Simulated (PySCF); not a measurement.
Vertical excitations of a molecule C4H4ClF from TDA-PBE/def2-SVPD run with PySCF, as energy in eV (oscillator strength): 4.67 (0.008), 5.32 (0.002), 5.43 (0.000), 5.73 (0.005), 5.87 (0.198), 5.90 (0.002), 6.17 (0.010), 6.45 (0.121), 6.97 (0.020), 6.99 (0.038). Lowest triplet (TDA): 4.11 eV. The structure is a stationary point at B3LYP-D3(BJ)/def2-SVP. One conformer was computed; it need not be the lowest.

Problem. Pick the molecule that these values belong to.
A) F/C=C\C=C/Cl
B) C=C=C(F)CCl
C) F[C@H]1C=C(Cl)C1
D) F[C@@H]1CC=C1Cl

Solution. B, C=C=C(F)CCl
